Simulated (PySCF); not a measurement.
C2H5NO2Si, SMILES C(=N\C=O)/O[SiH3]. Heavy atoms are numbered as in [O:1]=[CH:2]/[N:3]=[CH:4]/[O:5][SiH3:6]. Hydrogens are named by the atom that carries them.

The structure is a stationary point at r2SCAN-D4/def2-SVP. The structure was generated by enumeration; whether it is a known compound was not checked. Other conformers were not sampled.

Method: PBE/pcSseg-1 (PySCF).

GIAO shieldings, no solvent; atoms alike by connectivity are averaged. δ = σ(ref) − σ: ¹⁷O against H2O (σ = 334.3 ppm); ¹³C against TMS (σ = 182.0 ppm); ¹⁵N against NH3 (σ = 267.0 ppm); ²⁹Si against TMS (σ = 335.4 ppm); ¹H against TMS (σ = 31.49 ppm), references at their B3LYP-D3(BJ)/def2-TZVP geometries, non-relativistic.

```json
[
 {"nucleus": "¹⁷O", "atoms": "O1", "count": "1", "δ (ppm)": "564.6"},
 {"nucleus": "¹⁷O", "atoms": "O5", "count": "1", "δ (ppm)": "187.9"},
 {"nucleus": "¹³C", "atoms": "C2 (CH)", "count": "1", "δ (ppm)": "175.9"},
 {"nucleus": "¹³C", "atoms": "C4 (CH)", "count": "1", "δ (ppm)": "168.5"},
 {"nucleus": "¹⁵N", "atoms": "N3", "count": "1", "δ (ppm)": "314.6"},
 {"nucleus": "²⁹Si", "atoms": "Si6 (SiH3)", "count": "1", "δ (ppm)": "-30.6"},
 {"nucleus": "¹H", "atoms": "H on C2", "count": "1", "δ (ppm)": "9.40"},
 {"nucleus": "¹H", "atoms": "H on C4", "count": "1", "δ (ppm)": "8.56"},
 {"nucleus": "¹H", "atoms": "H on Si6", "count": "3", "δ (ppm)": "5.32"}
]
```
